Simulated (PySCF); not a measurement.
## Where the electron goes

Species: C₅H₁₄OP₂.
Z-matrix (Å and degrees, PBE0-D3(BJ)/def2-SVP geometry), rows numbered from 1:
```
C 
C   1  1.5302
C   2  1.5251  1  111.04
C   2  1.5314  1  109.60  3  -123.33
P   2  1.8586  1  106.34  3   122.50
C   5  1.8210  2  107.61  1  -172.41
O   5  1.5005  2  112.08  1    62.20
P   5  2.2337  2  104.94  1   -64.13
H   1  1.1019  2  111.82  3   -52.87
H   1  1.1020  2  109.88  3    66.25
H   1  1.1003  2  110.77  3  -173.85
H   3  1.1026  2  109.59  1   -57.73
H   3  1.1013  2  112.01  1    61.51
H   3  1.1007  2  112.04  1  -176.64
H   4  1.1021  2  109.72  1    58.33
H   4  1.1011  2  111.99  1   177.63
H   4  1.0998  2  110.64  1   -61.52
H   6  1.0997  5  108.95  2   -61.61
H   6  1.0996  5  107.35  2  -178.32
H   6  1.0988  5  112.82  2    60.83
H   8  1.4281  5   90.40  2   179.70
H   8  1.4266  5   91.43  2    86.87
```

Theory: PySCF 2.14.0, density-fitted response routines, TDDFT CAM-B3LYP/def2-SVPD, vertical, gas phase, core orbitals frozen in the response.

Frontier orbitals with the atoms that hold most of them (Löwdin shares over 4%, at most four atoms; ? is withheld):

| orbital | ε (eV) | atoms |
| --- | --- | --- |
| LUMO+2 | 1.35 | P8 42%, H21 12%, H22 9%, C6 6% |
| LUMO+1 | 1.20 | P8 40%, P5 12%, C6 7%, O7 7% |
| LUMO | 0.92 | P8 22%, C6 10%, C3 8%, H21 6% |
| HOMO | -8.33 | ? |
| HOMO-1 | -8.92 | ? |
| HOMO-2 | -10.06 | P8 44%, O7 18%, P5 10%, H21 8% |
| HOMO-3 | -10.90 | O7 28%, P5 15%, C4 13%, C2 12% |

(1) Give the leading atoms of the HOMO-1.

(2) Give the leading atoms of the HOMO.

(3) How does S1 compare with the orbital gap of 9.25 eV?

Results:

(1) O7 (bonded to P) 57%; P5 (bonded to 2 C, O and P) 13%; C2 (bonded to 3 C and P) 9%; C6 (bonded to P and 3 H) 9%. By element: oxygen 57%, carbon 18% or more, phosphorus 13% or more.

(2) O7 (bonded to P) 41%; P8 (bonded to P and 2 H) 35%; P5 (bonded to 2 C, O and P) 11%. By element: phosphorus 45%, oxygen 41%.

(3) S1 is at 6.30 eV (f = 0.023), 2.95 eV below the gap, made of HOMO→LUMO+2 (78%), HOMO→LUMO (10%). Its leading pair isn't HOMO and LUMO; the energies of that pair differ by 9.68 eV. Without the coupling terms of the response equations the lowest excitation would equal the gap.

Next come S2 at 6.40 eV (f 0.121), HOMO→LUMO (56%), HOMO→LUMO+1 (21%), HOMO→LUMO+2 (9%); S3 at 6.74 eV (f 0.197), HOMO→LUMO+1 (64%), HOMO→LUMO (17%); S4 at 6.82 eV (f 0.012), HOMO-1→LUMO+1 (55%), HOMO-1→LUMO (34%); S5 at 7.23 eV (f 0.0029), HOMO→LUMO+6 (46%), HOMO→LUMO+3 (19%).

One conformer stands for the species.
